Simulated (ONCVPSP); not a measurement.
antimony: one change to an ONCV potential, before and after

ONCVPSP 4.0.1 input, shortened (lines: element, Z, core and valence counts, functional; n l f; lmax; l rc ep ncon nbas qcut; lloc lpopt rc5 dvloc0; l nproj debl; icmod fcfact rcfact), LDA (Perdew-Zunger), scalar-relativistic:

```
  Sb 51.00    6    5        3      upf
    1    0    2.00
    2    0    2.00
    2    1    6.00
    3    0    2.00
    3    1    6.00
    3    2   10.00
    4    0    2.00
    4    1    6.00
    4    2   10.00
    5    0    2.00
    5    1    3.00
    2
    0    1.30    0.00    3    8   10.50
    1    1.10    0.00    4    7   12.60
    2    1.15    0.00    4    8   16.00
    4    4    1.00    0.00
    0    2    4.00
    1    2    0.70
    2    2    0.40
    3    5.50    1.40
```

In the d channel the program set the typed energies aside and used -1.233, 0.250 Ha.

Change: d: rc 0.92; local potential polynomial inside 0.92 bohr (lpopt 4, dvloc0 0 Ha).

Cutoffs: the cutoffs (Ha) at which the residual kinetic energy of the hardest occupied pseudo-wave falls to 1 and 0.1 mHa per electron; they do not see the model core or the augmentation charge, which bear on the density cutoff. Errors are all-electron minus pseudo energies relative to the spin-unpolarised reference configuration.

**Question.** How do hardness, ghosts and transferability respond?

**Answer.** The potential gets harder (57 Ha and 70 Ha → 59 Ha and 81 Ha); the errors of the 4 common tests hardly move; neither file shows a bound ghost. A smaller radius makes the pseudo-wave follow the all-electron one further in, where it bends more sharply, so more plane waves are needed.

| quantity | base | changed |
| --- | --- | --- |
| cutoff, loose | 57 Ha | 59 Ha |
| cutoff, tight | 70 Ha | 81 Ha |
| loose cutoff by channel | s 38 Ha, p 57 Ha, d 56 Ha | s 38 Ha, p 57 Ha, d 59 Ha |
| bound ghosts | none | none |
| GHOST(+) flags under 300 eV | none | none |
| error for 4s2 4p6 4d10 5s2 5p2, meV [ΔE 8.52 eV] | -1.5 | -1.5 |
| error for 4s2 4p6 4d10 5s2 5p1, meV [ΔE 24.77 eV] | -4.5 | -4.6 |
| error for 4s2 4p6 4d10 5s2 5p0, meV [ΔE 49.56 eV] | -9.4 | -9.6 |
| error for 4s2 4p6 4d10 5s0 5p5, meV [ΔE 16.65 eV] | -4.0 | -3.9 |
| s: phases at 1.32 bohr within 0.05 rad from the reference energy up to (Ha; the scan ends near 5) | to the end of the scan | to the end of the scan |
| p: phases at 1.11 bohr within 0.05 rad from the reference energy up to (Ha; the scan ends near 5) | to the end of the scan | to the end of the scan |
| rms error of d²Exc/dni dnj with the model core, mHa | 0.79 | 0.77 |
